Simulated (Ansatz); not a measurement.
A run for Ansatz (a first-principles code): R-HF/def2-TZVPP on FGeH (SMILES [F][GeH]).

Ansatz 0.2 input:
```yaml
crystal:
  periodic: [false, false, false]
  atoms:
    - {symbol: Ge, position_ang: [-0.11309991, -0.22789346, 0.28021571]}
    - {symbol: H, position_ang: [-0.98399740, -1.05228863, -0.80125439]}
    - {symbol: F, position_ang: [0.51146606, 0.92720881, -0.90729425]}
basis:
  gaussian:
    orbitals: def2-TZVPP
hamiltonian:
  xc: {name: HF}
accuracy: high
relax: {f_tol: 0.0005, max_steps: 60}
scf: {lower_state_search: off}
output: {forces: true}
```

It printed:

```
WARN ansatz: RAYON_NUM_THREADS=1 ignored (pool sized by the plan → 1); use --threads N
Functional definition: HF
these checks for a lower state are left out or cut short: stability, starts, cluster_reference, orbital_swaps, neighbouring_geometries, increment
integrals: 0.10 GiB planned
1472 factors; integrals over basis functions are off by at most 3.0e-9 eV
mean field: 0.25 GiB planned
mean field evaluation 1: about -59194.9691 eV, gradient 3.0e1 eV
mean field evaluation 2: about -59194.9951 eV, gradient 3.0e1 eV
mean field evaluation 4: about -59196.6578 eV, gradient 1.7e0 eV
mean field evaluation 8: about -59196.6746 eV, gradient 2.9e-4 eV
mean field -59196.67463604 eV, -2175.4376679271 hartree, gradient 1.1e-8 eV, S^2 0.000000; 0 other end points of the search recorded, 0 dependent functions left out
the calculation of the forces begins
reference -59196.67463604 eV, -2175.4376679271 hartree; 21, 21 occupied and 72, 72 virtual orbitals, 1472 factors
relax step   1: F+E_penalty+E_count = -59196.67463604 eV  Δ(F+E_penalty+E_count) = +0.000e0 eV  max|allowed force component| = 9.117e-1 eV/Å  Δτ_max = 0.0000 Å  (26 SCF iters, accepted)
these checks for a lower state are left out or cut short: stability, starts, cluster_reference, orbital_swaps, neighbouring_geometries, increment
integrals: 0.10 GiB planned
1472 factors; integrals over basis functions are off by at most 3.0e-9 eV
mean field: 0.25 GiB planned
mean field evaluation 16: about -59196.6676 eV, gradient 4.2e-3 eV
mean field -59196.69396828 eV, -2175.4383783741 hartree, gradient 1.7e-8 eV, S^2 0.000000; 0 other end points of the search recorded, 0 dependent functions left out
the calculation of the forces begins
reference -59196.69396828 eV, -2175.4383783741 hartree; 21, 21 occupied and 72, 72 virtual orbitals, 1472 factors
relax step   2: F+E_penalty+E_count = -59196.69396828 eV  Δ(F+E_penalty+E_count) = -1.933e-2 eV  max|allowed force component| = 3.373e-1 eV/Å  Δτ_max = 0.0147 Å  (27 SCF iters, accepted)
these checks for a lower state are left out or cut short: stability, starts, cluster_reference, orbital_swaps, neighbouring_geometries, increment
integrals: 0.10 GiB planned
1472 factors; integrals over basis functions are off by at most 3.0e-9 eV
mean field: 0.25 GiB planned
mean field evaluation 32: about -59196.6979 eV, gradient 1.1e-8 eV
mean field -59196.69793284 eV, -2175.4385240689 hartree, gradient 1.1e-8 eV, S^2 0.000000; 0 other end points of the search recorded, 0 dependent functions left out
the calculation of the forces begins
reference -59196.69793284 eV, -2175.4385240689 hartree; 21, 21 occupied and 72, 72 virtual orbitals, 1472 factors
relax step   3: F+E_penalty+E_count = -59196.69793284 eV  Δ(F+E_penalty+E_count) = -3.965e-3 eV  max|allowed force component| = 6.813e-2 eV/Å  Δτ_max = 0.0205 Å  (26 SCF iters, accepted)
these checks for a lower state are left out or cut short: stability, starts, cluster_reference, orbital_swaps, neighbouring_geometries, increment
integrals: 0.10 GiB planned
1472 factors; integrals over basis functions are off by at most 3.0e-9 eV
mean field: 0.25 GiB planned
mean field -59196.69870950 eV, -2175.4385526105 hartree, gradient 1.6e-8 eV, S^2 0.000000; 0 other end points of the search recorded, 0 dependent functions left out
the calculation of the forces begins
reference -59196.69870950 eV, -2175.4385526105 hartree; 21, 21 occupied and 72, 72 virtual orbitals, 1472 factors
relax step   4: F+E_penalty+E_count = -59196.69870950 eV  Δ(F+E_penalty+E_count) = -7.767e-4 eV  max|allowed force component| = 4.787e-2 eV/Å  Δτ_max = 0.0130 Å  (28 SCF iters, accepted)
these checks for a lower state are left out or cut short: stability, starts, cluster_reference, orbital_swaps, neighbouring_geometries, increment
integrals: 0.10 GiB planned
1472 factors; integrals over basis functions are off by at most 3.0e-9 eV
mean field: 0.25 GiB planned
mean field -59196.69879004 eV, -2175.4385555705 hartree, gradient 2.2e-8 eV, S^2 0.000000; 0 other end points of the search recorded, 0 dependent functions left out
the calculation of the forces begins
reference -59196.69879004 eV, -2175.4385555705 hartree; 21, 21 occupied and 72, 72 virtual orbitals, 1472 factors
relax step   5: F+E_penalty+E_count = -59196.69879004 eV  Δ(F+E_penalty+E_count) = -8.055e-5 eV  max|allowed force component| = 1.454e-3 eV/Å  Δτ_max = 0.0023 Å  (21 SCF iters, accepted)
these checks for a lower state are left out or cut short: stability, starts, cluster_reference, orbital_swaps, neighbouring_geometries, increment
integrals: 0.10 GiB planned
1472 factors; integrals over basis functions are off by at most 3.0e-9 eV
mean field: 0.25 GiB planned
mean field -59196.69879015 eV, -2175.4385555744 hartree, gradient 2.6e-8 eV, S^2 0.000000; 0 other end points of the search recorded, 0 dependent functions left out
the calculation of the forces begins
reference -59196.69879015 eV, -2175.4385555744 hartree; 21, 21 occupied and 72, 72 virtual orbitals, 1472 factors
relax step   6: F+E_penalty+E_count = -59196.69879015 eV  Δ(F+E_penalty+E_count) = -1.048e-7 eV  max|allowed force component| = 4.802e-5 eV/Å  Δτ_max = 0.0001 Å  (17 SCF iters, accepted)
Total energy: -59196.69879015 eV, -2175.4385555744 hartree
Atom 0 at    -0.111758    -0.221099     0.262653 Å, force     0.000039     0.000048     0.000010 eV/Å
Atom 1 at    -0.975079    -1.042244    -0.795755 Å, force    -0.000030    -0.000030    -0.000033 eV/Å
Atom 2 at     0.501205     0.910371    -0.895230 Å, force    -0.000009    -0.000018     0.000023 eV/Å
Dipole moment:    -0.150954    -0.270651     0.257319 e Å
Checks for a lower state left out: stability, starts, cluster_reference, orbital_swaps, neighbouring_geometries, increment
```

The run converged.

Cost: around 16 core-seconds (rough).
